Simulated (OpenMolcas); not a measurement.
OpenMolcas run: Co3+

Co3+ with its 6 nearest oxide ions at 2.03 Å, on the Mg site of MgO (a = 4.2112 Å, distance in the model lattice 2.106 Å). The rest of the host is ab initio model potentials to 7.6 Å, with orthogonalisation functions on the cations behind the ligands, and point charges beyond; the distance is set by hand and nothing relaxes, and no local charge compensation is placed. Ligand basis ANO-RCC-VDZP.

Input, with the lattice sites abridged:

```
&GATEWAY
Basis set
Co.ANO-RCC-VDZP.
Co1 0.0 0.0 0.0 Angstrom
End of basis
Basis set
O.ANO-RCC-VDZP.
L1 2.030000 0.000000 0.000000 Angstrom
L2 0.000000 2.030000 0.000000 Angstrom
L3 0.000000 0.000000 2.030000 Angstrom
End of basis
Basis set
Mg.EMB-AIMP.Pascual.10s4p.1s1p.ECP.MgO.
PseudoCharge
* 3 symmetry-unique lattice sites within 7.6 angstrom
End of basis
Basis set
Mg.EMB-AIMP.Pascual.0s.0s.ECP.MgO.
PseudoCharge
* 40 symmetry-unique lattice sites within 7.6 angstrom
End of basis
Basis set
O.EMB-AIMP.Pascual.0s.0s.ECP.MgO.
PseudoCharge
* 55 symmetry-unique lattice sites within 7.6 angstrom
End of basis
Symmetry
XYZ
AngMom=0.0 0.0 0.0
AMFI
RICD
XField
997 Angstrom 0
* Evjen-weighted lattice charges
&SEWARD
* reference wave functions (RASSCF and RASSI steps not shown): 6 electrons in 5 orbitals (3d)
>>> COPY JOB001 $Project.JobIph
&CASPT2
Multistate=5 1 2 3 4 5
NoMult
Frozen=5 6
IPEA=0.25
Imaginary=0.1
MaxIter=60
WThr=0.0 0.3 0.05
PrWF=0.5
NoMix
>>> COPY JOB002 $Project.JobIph
&CASPT2
Multistate=45 1 2 3 4 5 6 7 8 9 10 11 12 13 14 15 16 17 18 19 20 21 22
23 24 25 26 27 28 29 30 31 32 33 34 35 36 37 38 39 40 41 42 43 44 45
NoMult
Frozen=5 6
IPEA=0.25
Imaginary=0.1
MaxIter=60
WThr=0.0 0.3 0.05
PrWF=0.5
NoMix
>>> COPY JOB003 $Project.JobIph
&CASPT2
Multistate=50 1 2 3 4 5 6 7 8 9 10 11 12 13 14 15 16 17 18 19 20 21 22
23 24 25 26 27 28 29 30 31 32 33 34 35 36 37 38 39 40 41 42 43 44 45 46
47 48 49 50
NoMult
Frozen=5 6
IPEA=0.25
Imaginary=0.1
MaxIter=60
WThr=0.0 0.3 0.05
PrWF=0.5
NoMix
```

Launched by
```bash
OMP_NUM_THREADS=1 MOLCAS_MEM=2457 MOLCAS_PROJECT=a pymolcas a.inp > a.log  # once for each step of the input, in one work folder
```

Output, cut to the results:

```
--- CASPT2 ---
Orbital specifications:
      -----------------------

      Symmetry species                           1   2
                                                ag  au
      Frozen orbitals                            5   6
      Inactive orbitals                         13  15
      Active orbitals                            5   0
      Secondary orbitals                        46  52
      Deleted orbitals                           0   0
      Number of basis functions                 69  73
Type of calculation                        SS-CASPT2
      Fock operator                              state-specific
      IPEA shift                                 0.25
      Real shift                                 0.00
      Imaginary shift                            0.10
      The input orbitals will be transformed to quasi-canonical
Reference energy:       -1851.0193722244
      E2 (Non-variational):      -1.6354913432
      Shift correction:          -0.0016854463
      E2 (Variational):          -1.6371767895
      Total energy:           -1852.6565490139
      Residual norm:              0.0000006112
      Reference weight:           0.69901
      Contributions to the CASPT2 correlation energy
      Active & Virtual Only:         -0.1020482073
      One Inactive Excited:          -0.2676565373
      Two Inactive Excited:          -1.2657865986
Reference energy:       -1851.0193722243
      E2 (Non-variational):      -1.6354914465
      Shift correction:          -0.0016854445
      E2 (Variational):          -1.6371768911
      Total energy:           -1852.6565491154
      Residual norm:              0.0000006112
      Reference weight:           0.69901
      Contributions to the CASPT2 correlation energy
      Active & Virtual Only:         -0.1020481932
      One Inactive Excited:          -0.2676566650
      Two Inactive Excited:          -1.2657865883
::    CASPT2 Root  1     Total energy:  -1852.65654901
::    CASPT2 Root  2     Total energy:  -1852.65654912
::    CASPT2 Root  3     Total energy:  -1852.65654910
::    CASPT2 Root  4     Total energy:  -1852.57737924
::    CASPT2 Root  5     Total energy:  -1852.57737354
--- CASPT2 ---
Orbital specifications:
      -----------------------

      Symmetry species                           1   2
                                                ag  au
      Frozen orbitals                            5   6
      Inactive orbitals                         13  15
      Active orbitals                            5   0
      Secondary orbitals                        46  52
      Deleted orbitals                           0   0
      Number of basis functions                 69  73
Type of calculation                        SS-CASPT2
      Fock operator                              state-specific
      IPEA shift                                 0.25
      Real shift                                 0.00
      Imaginary shift                            0.10
      The input orbitals will be transformed to quasi-canonical
Reference energy:       -1850.9674320554
      E2 (Non-variational):      -1.6982166433
      Shift correction:          -0.0021471797
      E2 (Variational):          -1.7003638230
      Total energy:           -1852.6677958784
      Residual norm:              0.0000002543
      Reference weight:           0.68468
      Contributions to the CASPT2 correlation energy
      Active & Virtual Only:         -0.1052578171
      One Inactive Excited:          -0.2961060040
      Two Inactive Excited:          -1.2968528222
Reference energy:       -1850.9674320551
      E2 (Non-variational):      -1.6989931010
      Shift correction:          -0.0022570978
      E2 (Variational):          -1.7012501988
      Total energy:           -1852.6686822540
      Residual norm:              0.0000002733
      Reference weight:           0.68365
      Contributions to the CASPT2 correlation energy
      Active & Virtual Only:         -0.1053372559
      One Inactive Excited:          -0.2964269169
      Two Inactive Excited:          -1.2972289283
::    CASPT2 Root  1     Total energy:  -1852.66779588
::    CASPT2 Root  2     Total energy:  -1852.66868225
::    CASPT2 Root  3     Total energy:  -1852.66868070
::    CASPT2 Root  4     Total energy:  -1852.65366105
::    CASPT2 Root  5     Total energy:  -1852.65355575
::    CASPT2 Root  6     Total energy:  -1852.65360937
::    CASPT2 Root  7     Total energy:  -1852.59774947
::    CASPT2 Root  8     Total energy:  -1852.59784800
::    CASPT2 Root  9     Total energy:  -1852.59770367
::    CASPT2 Root 10     Total energy:  -1852.60846443
::    CASPT2 Root 11     Total energy:  -1852.60844197
::    CASPT2 Root 12     Total energy:  -1852.60575965
::    CASPT2 Root 13     Total energy:  -1852.58854529
::    CASPT2 Root 14     Total energy:  -1852.58976157
::    CASPT2 Root 15     Total energy:  -1852.59024968
::    CASPT2 Root 16     Total energy:  -1852.59076156
::    CASPT2 Root 17     Total energy:  -1852.58211230
::    CASPT2 Root 18     Total energy:  -1852.58106557
::    CASPT2 Root 19     Total energy:  -1852.58066761
::    CASPT2 Root 20     Total energy:  -1852.58046440
::    CASPT2 Root 21     Total energy:  -1852.55276023
::    CASPT2 Root 22     Total energy:  -1852.52207490
::    CASPT2 Root 23     Total energy:  -1852.52246458
::    CASPT2 Root 24     Total energy:  -1852.51472323
::    CASPT2 Root 25     Total energy:  -1852.51538731
::    CASPT2 Root 26     Total energy:  -1852.51490679
::    CASPT2 Root 27     Total energy:  -1852.51005102
::    CASPT2 Root 28     Total energy:  -1852.51026650
::    CASPT2 Root 29     Total energy:  -1852.50890869
::    CASPT2 Root 30     Total energy:  -1852.49880898
--- CASPT2 ---
Orbital specifications:
      -----------------------

      Symmetry species                           1   2
                                                ag  au
      Frozen orbitals                            5   6
...
```

Spin-orbit levels above the lowest (labels of O, the rotations of Oh), with the averaged single-state CASPT2 energies on the diagonal:

```csv
E (cm-1),Degeneracy,Label,2S+1
0,1,A1,1
8880,2,E,3
8900,3,T2,3
9270,3,T1,3
9520,1,A1,3 (89 %)
11330,3,T2,5
11470,3,T1,5 (72 %)
11570,2,E,5 (76 %)
12240,3,T2,5
12300,3,T1,5
12380,1,A1,5
12430,3,T1,3 (64 %)
12590,2,E,3 (80 %)
12740,3,T2,3
12790,1,A2,3
14300,3,T1,1
20020,3,T2,1
22390,2,E,3
22480,3,T1,3
22680,3,T2,3
```

Roots that are degenerate in the reference are averaged as groups; the widest CASPT2 spread within a group is 1900 cm-1 (the 2-fold group of multiplicity 3 near 27100 cm-1 above the lowest state of its run). Shifts and gaps below about the spread of the groups concerned are not significant. Over all roots computed the reference weight is 0.57 to 0.70; the roots of lowest weight are the least certain, and an intruder state may touch them. This shell can be high or low spin here, a state of another spin lies low, and with metal d orbitals alone active their balance is uncertain, so the ground spin may be wrong, although the usual error favours high spin. The least metal-like active orbital is 85 % on the metal (Löwdin) and no ligand orbital is active, so the numbers are rough. A single d shell leaves out the double-shell effect, which counts most for late 3d ions, where the CASPT2 field can be off either way by tens of per cent. Ligand-to-metal charge-transfer states are missing. These CASPT2 states fit no ligand-field parameters well, so their order and spin gaps are uncertain. With no ligand orbital active B as a rule stays too high, so bands that hang on it stand too high and its fall with covalency is understated. With one d shell and no ligand orbital active, 10Dq can be off by a tenth or more. No measured value stands beside these numbers; the geometry was set by hand and not optimised.

The CASPT2 steps took 6.8 min on 1 thread of Arm Neoverse V2 (shared host); the integral step is not counted.
